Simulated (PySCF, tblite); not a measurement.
Compound: C7H9NSi.
SMILES with atom numbers: `[H]/[N:9]=[CH:8]/[C:3](=[C:2]=[CH2:1])[C:4]#[C:5][SiH2:6][CH3:7]` (hydrogens: H10, H11 on C1; H12, H13 on Si6; H14, H15, H16 on C7; H17 on C8; H18 on N9)

Geometry (GFN2-xTB, Å), atoms numbered from 1 in this order:
```xyz
18
C7H9NSi angstrom
C     -3.225   -0.400    1.328
C     -2.333   -0.438    0.402
C     -1.415   -0.481   -0.544
C     -0.076   -0.102   -0.267
C      1.076    0.208   -0.071
Si     2.828    0.681    0.272
C      2.964    1.078    2.123
C     -1.713   -0.917   -1.910
N     -2.873   -1.280   -2.240
H     -3.422   -1.249    1.964
H     -3.825    0.479    1.507
H      3.693   -0.454   -0.078
H      3.162    1.857   -0.543
H      2.333    1.921    2.394
H      3.985    1.325    2.399
H      2.655    0.230    2.729
H     -0.841   -0.889   -2.580
H     -2.980   -1.564   -3.211
```

The calculation used PBE0/pcSseg-1 in PySCF (dipole) on a GFN2-xTB geometry, gas phase.

Masses are those of the commonest isotopes; rigid-rotor values at the optimised geometry. The values belong to one conformer with, in the numbering `[H]/[N:9]=[CH:8]/[C:3](=[C:2]=[CH2:1])[C:4]#[C:5][SiH2:6][CH3:7]`, C2–C3–C8–N9 0°.

Question: What are A, B and C (cm⁻¹)?

Answer: Ia = 191.65, Ib = 931.54, Ic = 1110.53 u·Å²; 505379 MHz·u·Å²/I gives 2637, 542.5 and 455.1 MHz, that is A = 0.08796, B = 0.01810, C = 0.01518 cm⁻¹.

Question: Classify the top.

Answer: A near-prolate asymmetric top. Ray's parameter κ = (2B − A − C)/(A − C) = -0.920; −1 is the prolate and +1 the oblate limit.

Question: Is it planar, by Δ = Ic − Ia − Ib?

Answer: Not planar: Δ = Ic − Ia − Ib = -12.66 u·Å². For a rigid frame Δ = −2 Σ m c², so Σ m c² = 6.33 u·Å² lies off the ab plane: 6.21 from hydrogen and 0.12 from heavier atoms. The atom farthest from that plane is 1.26 Å away.

Question: Where do the levels up to J = 2 lie, in K?

Answer: Above 0(0,0), as E/k:
J = 1: 1(0,1) 0.048, 1(1,1) 0.148, 1(1,0) 0.153
J = 2: 2(0,2) 0.144, 2(1,2) 0.240, 2(1,1) 0.253, 2(2,1) 0.554, 2(2,0) 0.554

Question: Predict some low-J microwave lines.

Answer: The dipole components are |μa| = 0.61 D, |μb| = 0.24 D, |μc| = 0.03 D. The squared components, which scale the intensities, stand as 1.00 : 0.16 : 0.00 (a : b : c). Some lines, for components of 0.1 D or more:

| type | branch | J(Ka,Kc) | MHz | lower level (cm⁻¹) |
| --- | --- | --- | --- | --- |
| b | R | 3(0,3) ← 2(1,2) | 972 | 0.167 |
| a | R | 1(0,1) ← 0(0,0) | 998 | 0.000 |
| a | R | 2(1,2) ← 1(1,1) | 1908 | 0.103 |
| b | Q | 1(1,0) ← 1(0,1) | 2182 | 0.033 |
| b | Q | 2(1,1) ← 2(0,2) | 2272 | 0.100 |
| a | R | 3(1,3) ← 2(1,2) | 2860 | 0.167 |
| a | R | 3(2,2) ← 2(2,1) | 2993 | 0.385 |
| a | R | 3(1,2) ← 2(1,1) | 3122 | 0.176 |
| b | R | 2(1,2) ← 1(0,1) | 4002 | 0.033 |
| b | R | 3(1,3) ← 2(0,2) | 4870 | 0.100 |
| b | Q | 3(2,1) ← 3(1,2) | 6167 | 0.280 |
| b | Q | 2(2,0) ← 2(1,1) | 6286 | 0.176 |
| b | R | 2(2,1) ← 1(1,0) | 8366 | 0.106 |
| b | R | 2(2,0) ← 1(1,1) | 8456 | 0.103 |
| b | R | 3(2,2) ← 2(1,1) | 9276 | 0.176 |
| b | R | 3(2,1) ← 2(1,2) | 9552 | 0.167 |
| b | Q | 3(3,1) ← 3(2,2) | 10692 | 0.485 |
| b | R | 3(3,1) ← 2(2,0) | 13682 | 0.385 |
| b | R | 3(3,0) ← 2(2,1) | 13685 | 0.385 |

Its lowest GFN2-xTB frequency is 15 cm⁻¹, too small to tell a flat minimum from a shallow saddle. No vibrational averaging or centrifugal distortion is included, and the geometry carries the error of its method. A rigid rotor knows nothing of internal rotation, which can split or shift real lines. Quadrupole hyperfine structure (14N) is left out.
